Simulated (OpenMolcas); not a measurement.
# 4f11 along the 65-electron sequence

```json
{"Program": "OpenMolcas 26.06", "Method": "RASSCF", "Basis": "ANO-R2", "Scalar Hamiltonian": "X2C, finite nucleus", "Spin-orbit coupling": "RASSI with atomic mean-field integrals over the reference wave functions, term energies averaged over their components"}
```

Active space for each ion: 11 electrons in 12 orbitals (RAS2 4f; RAS3 5d, at most 1 electron).

Computed levels in cm-1 above 4I* 15/2:

| Level | Ho2+ | Er3+ | Tm4+ |
| --- | --- | --- | --- |
| 4I* 13/2 | 5547 | 6572 | 7698 |
| 4I* 11/2 | 9088 | 10610 | 12212 |
| 4I* 9/2 | 11609 | 13418 | 15233 |
| 4F* 9/2 | 17370 | 19054 | 20695 |
| 2H* 11/2(1) | 20364 | 22694 | 24969 |
| 4S* 3/2 | 21439 | 23629 | 25665 |
| 4F* 7/2 | 22741 | 25232 | 27770 |
| 4F* 5/2 | 24766 | 27312 | 30060 |
| 4F* 3/2 | 24807 | 27612 | 30343 |
| weight of 4I* in the lowest level (%) | 98 | 98 | 97 |

Mixed levels, with the weight of the term that names them: Ho2+ 4F* 9/2 (64 %), Ho2+ 4F* 3/2 (71 %), Er3+ 4F* 9/2 (63 %), Er3+ 2H* 11/2(1) (74 %), Er3+ 4S* 3/2 (75 %), Er3+ 4F* 3/2 (68 %), Tm4+ 4I* 9/2 (68 %), Tm4+ 4F* 9/2 (61 %), Tm4+ 2H* 11/2(1) (69 %), Tm4+ 4S* 3/2 (70 %), Tm4+ 4F* 3/2 (64 %).

Measured, with the error of the calculation in %. Measured levels: Ho2+ from Martin, Zalubas and Hagan, Atomic Energy Levels: The Rare-Earth Elements, NSRDS-NBS 60 (1978); whole-number values converted from NIST levels in rydberg listed in Nahar, Atoms 12, 24 (2024); Er3+ from the list in Tchang-Brillet, Wyart, Meftah and Ait Mammar, Atoms 6, 52 (2018).

| Level | Ho2+ | Er3+ |
| --- | --- | --- |
| 4I* 13/2 | 5439 (+2.0) | 6508 (+1.0) |
| 4I* 11/2 | 8644 (+5.1) | 10172 (+4.3) |
| 4I* 9/2 | 10770 (+7.8) | 12469 (+7.6) |
| 4F* 9/2 | 13330 (+30.3) | 15405 (+23.7) |
| 2H* 11/2(1) | 16891 (+20.6) | 19332 (+17.4) |
| 4F* 7/2 | 17867 (+27.3) |  |
| 4F* 5/2 | 19375 (+27.8) |  |

The fine-structure level 4I* 9/2 changes by a factor of 1.31 from Ho2+ to Tm4+. Its fourth root runs 10.38, 10.76, 11.11, with steps per unit of Z of 0.38, 0.35; equal steps would mean a (Z - σ)^4 law with constant σ.

4F* 9/2 changes by a factor of 1.19 over the same range, with steps per unit of Z of +1680, +1640 cm-1.

High states are left out of the spin-orbit mixing, which shifts the levels that they would mix with. Without dynamic correlation excited terms often stand tens of per cent too high (terms of higher spin than the ground term too low), and those without a measured partner can miss by more than the paired ones. Some levels mix across a computed gap that differs much from the measured one, so their mixing is not that of the real levels (holds for Ho2+; Er3+). Measured partners are found by configuration, term and J. A level has none where our copy of the source lacks it or the pairing is in doubt (some pairs that miss far off the trend of their configuration count as doubtful), and it then counts in no deviation. Where the source uses jj or jK labels, the order within each J decides. Levels of configurations outside the active space are missing.

A number in round brackets counts repeated terms of one configuration in the order of the reference energies. * marks odd parity.
